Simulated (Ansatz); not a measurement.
Molecule: sum formula BNH$_{2}$F$_{2}$ (charge 0, singlet). SMILES: NB(F)F
Geometry from a B3LYP-D3(BJ)/def2-TZVP (Ansatz, a quantum-chemistry and plane-wave program) optimisation:
```
B
F 1 1.3346
F 1 1.3346 2 117.54
N 1 1.3941 2 121.23 3 -180.00
H 4 1.0045 1 122.46 2 0.00
H 4 1.0045 5 115.08 1 180.00
```

Wanted: atomisation energy (electronic, to ground-state atoms), in kcal/mol. Valence correlation only, unless marked. UHF or UKS for open shells. Spin-orbit coupling is left out. Non-relativistic unless marked X2C. The coupled-cluster limit lacks core correlation, which all-electron functionals hold. CBS marks a two-point X^-3 extrapolation of the correlation energy; Hartree-Fock from the larger set. The bracket is a focal-point correction in the basis named.

```
level                                                                 program  atomisation energy (kcal/mol)
-------------------------------------------------------------  --------------  -----------------------------
revPBE-D3(BJ)/def2-TZVPD                                       Ansatz + dftd3                            [?]
PBE0-D3(BJ)/def2-TZVPD                                         Ansatz + dftd3                          618.8
LC-wPBE-D3(BJ)/def2-TZVPD                                      Ansatz + dftd3                          623.1
RPA@PBE/cc-pVQZ                                                        Ansatz                            [?]
X2C-CCSD(T)/cc-pVTZ-DK                                                 Ansatz                          601.9
RI-MP2/CBS(aug-cc-pVTZ,aug-cc-pVQZ)+[CCSD(T)-MP2]/aug-cc-pVTZ          Ansatz                            [?]
```

Q: Complete the blanks.

A: 
- revPBE-D3(BJ)/def2-TZVPD, atomisation energy (kcal/mol): 613.2
- RPA@PBE/cc-pVQZ, atomisation energy (kcal/mol): 579.5
- RI-MP2/CBS(aug-cc-pVTZ,aug-cc-pVQZ)+[CCSD(T)-MP2]/aug-cc-pVTZ, atomisation energy (kcal/mol): 620.0
